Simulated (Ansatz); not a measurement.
C₂H₃ (SMILES [CH]=C), doublet, at a GFN2-xTB geometry; CAM-B3LYP/6-31G in Ansatz (a quantum-chemistry and plane-wave program).

Input for Ansatz:
Ansatz 0.2 input:
```yaml
crystal:
  periodic: [false, false, false]
  atoms:
    - {symbol: C, position_ang: [0.05254389, -0.57433481, -0.01733787]}
    - {symbol: C, position_ang: [0.03699099, 0.71273635, 0.02197531]}
    - {symbol: H, position_ang: [-0.84387122, -1.20149708, -0.04055811]}
    - {symbol: H, position_ang: [0.97465882, -1.13961553, -0.03048968]}
    - {symbol: H, position_ang: [-0.66799688, 1.51070337, 0.04322315]}
basis:
  gaussian:
    orbitals: 6-31G
    point_charges:
      - {charge: 0.5, position_ang: [-4.7164, 0.4454, -0.8975]}
hamiltonian:
  xc: cam_b3lyp
magnetization: {spin_polarized: true, initial_magnetization: 1}
```

What the program printed (banner, timings and long lists left out):

```
Functional definition: CAM-B3LYP
350 factors; integrals over basis functions are off by at most 2.7e-4 eV
132 factors; integrals over basis functions are off by at most 6.3e-6 eV
mean field evaluation 1: about -2116.1248 eV, gradient 1.7e1 eV
mean field evaluation 2: about -2117.0696 eV, gradient 1.2e1 eV
mean field evaluation 4: about -2117.8142 eV, gradient 9.5e-1 eV
mean field evaluation 8: about -2117.8200 eV, gradient 3.8e-2 eV
mean field -2117.82013104 eV, -77.8284543057 hartree, gradient 4.1e-5 eV, S^2 0.764041; 0 other end points of the search recorded, 0 dependent functions left out
reference -2117.82020157 eV, -77.8284568974 hartree; 8, 7 occupied and 16, 17 virtual orbitals, 350 factors
Total energy: -2117.82020157 eV, -77.8284568974 hartree
```
